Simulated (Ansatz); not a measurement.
C₂H₁₀GaOP, SMILES `[CH3][Ga-]([CH3])([OH])[PH3+]`. Total charge 0; spin multiplicity 1. Correlated methods include outer-core shells of Ga, which these sets cover unevenly. Scalar relativity is left out up to krypton.

```xyz
15

C     1.582   -0.627    1.310
Ga    0.326    0.476    0.270
C    -1.290    1.402    0.930
O     1.084    1.142   -1.262
P    -0.648   -1.355   -1.409
H     1.068   -1.415    1.865
H     2.117   -0.007    2.035
H     2.323   -1.086    0.653
H    -1.914    1.764    0.109
H    -1.007    2.266    1.539
H    -1.897    0.744    1.556
H     0.605    1.887   -1.627
H    -1.417   -2.542   -1.326
H    -1.352   -0.766   -2.480
H     0.419   -1.882   -2.164
```

Give the diagnostics of a CCSD(T)/def2-TZVPP run (frozen core, Ansatz 0.2.0). (Estimate.)

The calculation gave: T1 = 0.0125, largest single amplitude 0.014, largest double 0.024, (T) share of the correlation energy 3.7 %, 9 CCSD cycles. The RHF solution is stable towards an unrestricted one. T1 lies under the customary mark of 0.02 for closed shells.
